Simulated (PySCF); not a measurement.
From one molecule to another.

First species: VSeF3 (singlet state).
SMILES: `[F][V]([F])([F])=[Se]`

Second species: BH₈NOSi.
Atom-mapped SMILES: `[NH3+:1][BH2-:2][O:3][SiH3:4]` (hydrogens: H5, H6, H7 on N1; H8, H9 on B2; H10, H11, H12 on Si4)

Geometry (PBE0-D3(BJ)/def2-SVP, Å), atoms numbered from 1 in this order:
```xyz
12
BH8NOSi angstrom
N      1.738   -0.422    0.257
B      0.369    0.372   -0.167
O     -0.628   -0.273    0.654
Si    -2.238    0.038    0.768
H      2.551   -0.076   -0.251
H      1.629   -1.420    0.067
H      1.903   -0.314    1.259
H      0.265    0.175   -1.380
H      0.602    1.552    0.110
H     -2.817   -0.898    1.780
H     -2.514    1.442    1.214
H     -2.950   -0.178   -0.534
```

Levels: CAM-B3LYP/def2-SVPD for dipole moment, HOMO energy, LUMO energy, HOMO–LUMO gap, static isotropic polarisability and electronic spatial extent ⟨r²⟩ about the centre of nuclear charge; TDDFT CAM-B3LYP/def2-SVPD for lowest singlet excitation; TDA CAM-B3LYP/def2-SVPD for lowest triplet excitation (Tamm–Dancoff); PBE0-D3(BJ)/def2-SVP for rotational constant A and rotational constant C. Geometries: PBE0-D3(BJ)/def2-SVP. All species are isolated and taken at one optimised geometry, non-relativistic unless stated. Electronic properties by PySCF.

Dipoles, sizes and rotational constants follow the conformer. The torsions of the flexible species, by atom-mapped SMILES:
- `[NH3+:1][BH2-:2][O:3][SiH3:4]`: N1–B2–O3–Si4 179°

Values for the first species:

| Item | Value |
| --- | --- |
| Dipole moment | 1.06 D |
| HOMO energy | -9.79 eV |
| LUMO energy | -3.20 eV |
| HOMO–LUMO gap | 6.59 eV |
| Lowest singlet excitation | 1.92 eV |
| Lowest triplet excitation (Tamm–Dancoff) | 1.39 eV |
| Static isotropic polarisability | 60.2 au |
| Electronic spatial extent ⟨r²⟩ about the centre of nuclear charge | 795 bohr² |
| Rotational constant A | 3.444 GHz |
| Rotational constant C | 1.453 GHz |

Question: Estimate the same properties for the second species, and the change in each.

Answer: 
| property | first | second | second less first |
| --- | --- | --- | --- |
| dipole moment | 1.06 D | 5.33 D | +4.27 D |
| HOMO energy | -9.79 eV | -8.30 eV | +1.49 eV |
| LUMO energy | -3.20 eV | 0.39 eV | +3.59 eV |
| HOMO–LUMO gap | 6.59 eV | 8.69 eV | +2.10 eV |
| lowest singlet excitation | 1.92 eV | 5.88 eV | +3.96 eV |
| lowest triplet excitation (Tamm–Dancoff) | 1.39 eV | 5.79 eV | +4.40 eV |
| static isotropic polarisability | 60.2 au | 60.1 au | -0.1 au |
| electronic spatial extent ⟨r²⟩ about the centre of nuclear charge | 795 bohr² | 571 bohr² | -224 bohr² |
| rotational constant A | 3.444 GHz | 22.747 GHz | +19.303 GHz |
| rotational constant C | 1.453 GHz | 2.276 GHz | +0.823 GHz |

On the first: The vertical singlet–triplet gap S1 − T1 is 0.53 eV (TDDFT singlet less Tamm–Dancoff triplet). The polarisability is 8.92 Å³ as a volume (1 au = 0.148185 Å³), or 0.72 au for each of the 84 electrons. The calculation is non-relativistic and has no spin–orbit coupling, an omission that weighs most on selenium.

On the second: The principal polarisabilities are 56.3, 56.9 and 67.1 au; their mean is the isotropic value. The vertical singlet–triplet gap S1 − T1 is 0.09 eV (TDDFT singlet less Tamm–Dancoff triplet; S1: HOMO→LUMO, weight 0.96; T1: HOMO→LUMO, weight 0.94).
